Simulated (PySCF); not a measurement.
# One molecule, several mistakes: CClGeH7Si

Calculated results; nothing here was measured. They come from PySCF 2.14.0, an open-source quantum chemistry program, on an isolated molecule that a program drew, which may never have been made. The molecule is CClGeH7Si (charge 0, singlet), drawn as the SMILES string `[CH3][GeH2][SiH2]Cl`.

Each row is a Hartree-Fock (HF) and frozen-core CCSD(T) single point in the cc-pV(D+d)Z basis, meant for a local HF minimum. Run 1 is clean. Each other run has one planted mistake out of seven kinds, and not every kind appears here: one electron removed, one electron added, multiplicity raised by two, geometry at a saddle point, minimal basis STO-3G, one bond length entered in bohr, all coordinates scaled. The reference is restricted for singlets and unrestricted otherwise, and also for a bond in bohr. Adding or removing an electron swaps singlet and doublet. Electrons count all cores. HOMO and LUMO are orbital energies over both spins, the gradient is its largest component, and the lowest frequency (negative if imaginary) is given only where the gradient is small. Bond lengths are over the 10 bonds as drawn. T1 is the CCSD diagnostic: over 0.02 (restricted) or 0.045 (unrestricted) a single reference is doubtful. Germanium has the cc-pVDZ-PP basis, with a core potential (ECP10MDF) in place of its 10 inner electrons, and its 3s, 3p and 3d shells are frozen in CCSD(T).

Geometry of the clean run:
```xyz
11
CClGeH7Si, angstrom
C     0.9242   -2.0232   -0.1763
Ge    0.0662   -0.3742    0.4596
Si    1.5959    1.4783    0.4055
Cl    3.2922    0.9869    1.5235
H     0.2246   -2.8581   -0.1099
H     1.2387   -1.9121   -1.2155
H     1.8004   -2.2491    0.4332
H    -0.4323   -0.5537    1.9001
H    -1.1447   -0.0302   -0.4234
H     2.0599    1.7782   -0.9643
H     1.0240    2.7027    0.9996
```

```
run  electrons  basis functions  <S^2>  HOMO (eV)  LUMO (eV)  gradient (hartree/bohr)  lowest frequency (cm^-1)  mean bond (Å)  longest bond (Å)      T1  HF (hartree)  CCSD(T) (hartree)                          mistake
  1         76              118  0.000     -10.49       3.09                  7.8e-06                        44         1.5757             2.403  0.0097   -1083.81740        -1084.37994                         no fault
  2         75              118  0.761     -16.91      -8.42                  7.7e-02                         -         1.5757             2.403  0.0244   -1083.46940        -1084.02098             one electron removed
  3         76              118  0.964      -9.05       0.65                  3.7e-02                         -         1.7505             3.713  0.0139   -1083.72310        -1084.25490  one bond length entered in bohr
  4         76              118  0.000     -10.47       2.91                  1.4e-02                         -         1.6073             2.451  0.0100   -1083.81369        -1084.37860                                ?
  5         76              118  2.011      -4.17      -2.35                  4.2e-02                         -         1.5757             2.403  0.0270   -1083.59349        -1084.15908                                ?
```

**Which mistake was planted in run 4, and what did it cost?**

The mean and the longest bond both change by the same factor, 1.020, and the gradient is no longer small. So the mistake is: all coordinates scaled. Subtracting run 1 and multiplying by 627.51 kcal/mol a hartree, the energy moved by 2.3 kcal/mol in HF and 0.8 kcal/mol in CCSD(T).

**Which mistake was planted in run 5, and what did it cost?**

Electrons, basis and geometry are unchanged, and <S^2> is 2.011, beside S(S+1) = 2.00 for a multiplicity of 3. So the mistake is: multiplicity raised by two. Subtracting run 1 and multiplying by 627.51 kcal/mol a hartree, the energy moved by 140.5 kcal/mol in HF and 138.6 kcal/mol in CCSD(T).

